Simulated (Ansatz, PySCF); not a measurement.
Input for Ansatz (a program for electronic structure):
Ansatz 0.2 input:
```yaml
crystal:
  periodic: [false, false, false]
  atoms:
    - {symbol: B, position_ang: [0.77176572, -0.38326126, -0.00712341]}
    - {symbol: N, position_ang: [-0.50098332, 0.12964714, 0.00508320]}
    - {symbol: H, position_ang: [1.71461686, 0.31236266, -0.02031081]}
    - {symbol: H, position_ang: [-0.72292847, 1.12140556, 0.00373476]}
    - {symbol: H, position_ang: [-1.34363377, -0.42499191, 0.01661071]}
basis:
  gaussian:
    orbitals: cc-pVDZ
magnetization: {spin_polarized: true, initial_magnetization: 1}
correlation: {method: mp2, electrons: outside_noble_gas}
accuracy: high
```

Task: Write the same job for PySCF.

Result: This is not unique; one that fits is 
```python
from pyscf import gto, scf, mp

mol = gto.Mole()
mol.atom = '''
    B     0.77176572   -0.38326126   -0.00712341
    N    -0.50098332    0.12964714    0.00508320
    H     1.71461686    0.31236266   -0.02031081
    H    -0.72292847    1.12140556    0.00373476
    H    -1.34363377   -0.42499191    0.01661071
'''
mol.basis = 'cc-pvdz'
mol.spin = 1
mol.verbose = 4
mol.build()

mf = scf.UHF(mol)
mf.kernel()

pt = mp.MP2(mf, frozen=2)
pt.kernel()
print('E(MP2) = %.10f' % pt.e_tot)
```

Both were run: Ansatz gave -81.097502 Eh and PySCF -81.097502 Eh, 0.000 mEh apart.
